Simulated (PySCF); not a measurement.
**Gas-phase XPS of monobromosilylene, computed**

Monobromosilylene, BrHSi (singlet state).
Cartesian coordinates in Å at the PBE0-D3(BJ)/def2-SVP level; atoms count from 1:
```
atom  x, y, z in Å
Si1   -0.397    0.774   -0.004
Br2    1.614   -0.240   -0.024
H3    -1.194   -0.539    0.003
```

Computed with PySCF 2.14.0, delta-SCF UKS SCAN, pcX-2 on the ionised atom, pcseg-1 elsewhere, spin-free X2C. Each binding energy is the total energy of the core-ionised species, with the hole localised on one atom, minus that of the ground state; both are solved self-consistently, so orbital relaxation is included.

Question: Give the core binding energies atom by atom.

Answer: 
| atom(s) | bonded to | level | binding energy (eV) | count |
| --- | --- | --- | --- | --- |
| Si1 | Br and H | Si 1s | 1848.38 | 1 |

Question: Express the binding energy of Si 1s of Si1 in atomic units and per mole.

Answer: 1848.38 eV = 67.9267 Eh = 178342 kJ/mol.

Not every level is listed. No level of bromine is listed. Geometry: PBE0-D3(BJ)/def2-SVP; no solvent, vibrations or thermal averaging.
